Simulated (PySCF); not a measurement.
Input for PySCF: R-MP2/6-31G* on HNaO (SMILES [OH][Na]), a point of a bond scan (R = 1.288 Å).

```python
from pyscf import gto, scf, dft, mp
from pyscf.data.elements import chemcore

mol = gto.M(
    atom='''
    Na   -0.00000000   -0.00000000   -0.91728888
    O     0.00000000    0.00000000    1.01510457
    H     0.00000000    0.00000000    2.30332397
    ''',
    basis='6-31g*',
    cart=True,
    charge=0, spin=0, verbose=3, max_memory=1800)
mf = scf.RHF(mol)
mf.conv_tol = 1e-8
mf.max_cycle = 100
mf.kernel()
if not mf.converged:
    mf = mf.newton().run(mf.mo_coeff, mf.mo_occ)
pt = mp.MP2(mf, frozen=chemcore(mol)).run()
```

The log:

```
converged SCF energy = -237.206740592484
E(RMP2) = -237.420325261244  E_corr = -0.213584668759885
E(SCS-RMP2) = -237.414726398853  E_corr = -0.207985806368721
```

Self-consistency was reached.

Cost: roughly 0.12 core-seconds.
